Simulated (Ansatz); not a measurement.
(KBr)2 ring (K2Br2). Total charge 0; singlet. Geometry B3LYP-D4/def2-SVP, basis def2-TZVP, Ansatz.

Cartesian coordinates in Å:
```
K -0.8715 -1.8104 0.2939
Br -0.3215 -0.2104 -2.2492
K 0.8715 1.8104 -0.2939
Br 0.3216 0.2104 2.2491
```

| run | HOMO (eV) | LUMO (eV) |
| --- | --- | --- |
| A | -5.12 | -1.37 |
| B | -5.58 | -0.67 |
| C | -6.49 | -0.83 |
| D | -9.26 | 0.34 |
| E | -5.58 | -1.17 |
| F | -6.69 | -0.43 |

**Question.** The runs used B97M-V, BLYP, HF, PBE0, r2SCAN, r2SCAN0. Estimate which is which.

**Answer.** A BLYP (0 % exact exchange); B r2SCAN (0 % exact exchange); C PBE0 (25 % exact exchange); D HF (100 % exact exchange); E B97M-V (0 % exact exchange); F r2SCAN0 (25 % exact exchange). Exact exchange lowers occupied and raises empty levels; among semilocal functionals meta-GGAs tend to open the gap a little, and such runs are hard to tell apart. The gap grows from 3.75 eV (BLYP) to 9.60 eV (HF).
